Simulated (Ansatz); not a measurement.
Compare A (`O=Cc1ccc[nH]1`) with its isomer B (`Oc1ccccn1`).

Calculated with Ansatz (gas phase, PBE0-D4/def2-TZVP geometries, no zero-point term in ΔE). CCSD(T)/CBS adds triple-zeta CCSD(T) − MP2 to the extrapolated MP2 energy (def2 sets, frozen cores). Functionals use def2-TZVPP. B3LYP here is the variant with VWN-RPA as its local correlation; programs differ in this. Each species was taken in one conformer, which may not be the lowest.

Question: Which isomer does CCSD(T)/CBS put lower? Give the gap. (An estimate is asked.)

Answer: The calculation gave: B, by 10.8 kcal/mol.

Question: Give E(B) − E(A) in kcal/mol with CCSD(T)/def2-TZVPP, BLYP-D4, r2SCAN-D4, PBE0-D4, CCSD(T)/def2-SVP, B3LYP-D4, ωB97M-V. (Best estimate.)

Answer: Ansatz gave: CCSD(T)/def2-TZVPP -10.8, BLYP-D4 -8.8, r2SCAN-D4 -9.7, PBE0-D4 -9.7, CCSD(T)/def2-SVP -8.3, B3LYP-D4 -10.1, ωB97M-V -10.6. None reverses the order clearly.

Question: Does the order hold for the free energy at 298.15 K (harmonic terms from PBE0-D4)? (Estimate.)

Answer: Ansatz gave: Yes: G(B) − G(A) = -9.8 kcal/mol, for one conformer each.

Largest T1 diagnostic: 0.014.

Leaving LDA and LC-ωPBE aside and taking each functional with its dispersion term where it has one, the values, not all of them listed here, spread over 4.2 kcal/mol, from BHLYP-D4 to PBE-D4. LDA lies −1.0 kcal/mol from PBE without D4. In def2-TZVPP, CCSD(T) changes the Hartree–Fock value by +3.0 kcal/mol (the triples alone add +0.1 kcal/mol) and MP2 by +4.6 kcal/mol.
